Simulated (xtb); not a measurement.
Ga(Cl)(vinyl)(NH2) (C2H5ClGaN), SMILES C=[CH][Ga]([NH2])[Cl]. All values are semi-empirical tight-binding results from xtb (GFN2-xTB unless named), good for trends rather than for accurate numbers. Geometry: GFN2-xTB. The structure was generated by enumeration; whether it is a known compound was not checked. One conformer was computed; it need not be the lowest.

For metal compounds this method's bond lengths and energies can be far off.

```json
{
  "orbital_gap": "3.87 eV",
  "zero_point_energy": "39.8 kcal/mol",
  "G − E(el) at 298.15 K (modified RRHO)": "18.3 kcal/mol"
}
```
